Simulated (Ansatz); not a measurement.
Z-matrix (Å, degrees):
```
Si
C 1 1.9055
H 2 1.1126 1 107.92
H 2 1.1129 3 105.33 1 115.01
C 2 1.5353 3 110.23 4 118.92
H 5 1.1100 2 111.70 3 62.68
H 5 1.1102 6 106.85 2 -122.31
H 5 1.1102 6 107.04 7 -114.42
C 1 1.9055 2 109.74 3 -179.61
H 9 1.1126 1 107.92 2 -179.61
H 9 1.1129 10 105.33 1 115.01
C 9 1.5353 10 110.23 11 118.92
H 12 1.1100 9 111.70 10 62.68
H 12 1.1102 13 106.85 9 -122.31
H 12 1.1102 13 107.04 14 -114.42
C 1 1.9055 2 109.34 3 -59.70
H 16 1.1126 1 107.92 2 -60.47
H 16 1.1129 17 105.33 1 -115.01
C 16 1.5353 17 110.23 18 -118.92
H 19 1.1100 16 111.70 17 -62.68
H 19 1.1102 20 106.85 16 122.31
H 19 1.1102 20 107.04 21 114.42
C 1 1.9055 2 109.34 3 60.47
H 23 1.1126 1 107.92 2 59.70
H 23 1.1129 24 105.33 1 -115.01
C 23 1.5353 24 110.23 25 -118.92
H 26 1.1100 23 111.70 24 -62.68
H 26 1.1102 27 106.85 23 122.31
H 26 1.1102 27 107.04 28 114.42
```
Charge 0, multiplicity 1.

Method: frozen-core CCSD(T)/cc-pVDZ // PBE-D3(BJ)/def2-SVP in Ansatz (a program for electronic structure).

```
Item                           Result
----------------------  -------------
HF energy               -603.56112 Ha
MP2 correlation energy    -1.27499 Ha
```

Task: Estimate the CCSD correlation energy, the (T) correction, the total energy and the T1 diagnostic.

Result: 
| Quantity | Result |
|---|---|
| CCSD correlation energy | -1.40458 Ha |
| (T) correction | -0.04282 Ha |
| CCSD(T) total energy | -605.00851 Ha |
| T1 diagnostic | 0.008 |
